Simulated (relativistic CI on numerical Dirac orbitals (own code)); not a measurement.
**Hyperfine structure of Sn14+, mass number 117**

Method of calculation: Dirac-Coulomb-Breit CI, KLI orbitals optimised for each configuration, model QED, unscaled Slater integrals (own radial code, finite nucleus).

Configurations in the expansion (outside the closed core [Ar] 3d10): 4s²4p⁶, 4s²4p⁵4d, 4s4p⁶4d, 4s²4p⁵4f, 4s4p⁶4f, 4s²4p⁵5s, 4s²4p⁵5p, 4s4p⁶5s, 4p⁶4d², 4p⁵4d³, 4p⁵4d²4f, 4p⁵4d²5s, 4p⁵4d²5p, 4p⁶4f², 4p⁵4d4f², 4p⁵4f³, 4p⁵4f²5s, 4p⁵4f²5p. Double excitations out of closed p, d and f shells are left out; levels of such configurations are missing from the list, as are those of other unlisted configurations, and high levels can miss mixing partners.

Nuclear spin I = 1/2, μ = -0.9995 μN (tables of Stone and Pyykkö). The electronic factors are computed for point nuclear moments, without core polarisation or the Bohr-Weisskopf and QED corrections.

| Level | E (eV) | A (MHz) |
| --- | --- | --- |
| 4s²4p⁵4d ³P°1 | 66.6859 | -5104 |
| 4s²4p⁵4d ³P°2 | 68.9496 | -5021 |
| 4s²4p⁵4d ³F°3 | 69.0679 | -13260 |
| 4s²4p⁵4d ³F°4 | 69.1002 | -8921 |
| 4s²4p⁵4d ³D°3 | 73.5386 | -7708 |
| 4s²4p⁵4d ³D°1 | 76.8033 | 4712 |
| 4s²4p⁵4d ³F°2 | 78.3210 | -31430 |
| 4s²4p⁵4d ³D°2 | 80.6968 | 11890 |

Levels with J = 0, under 50 % of one LS term, or S terms without an open s electron are left out. Small factors come from cancelling terms and can be off by tens of per cent or more.

At this charge energies of transitions that change n are usually good to better than 1 %, and those within a shell (Δn = 0) to a few per cent.

Task: Give the hyperfine levels of 4s²4p⁵4d ³F°3 relative to its centre of gravity.

Result: With K = F(F + 1) − I(I + 1) − J(J + 1), E = AK/2: F = 5/2: 26530, F = 7/2: -19900 MHz.

LS names give the leading component of a level, which can be under half, so a name can repeat, a term be missing and a line seem to break the LS rules.
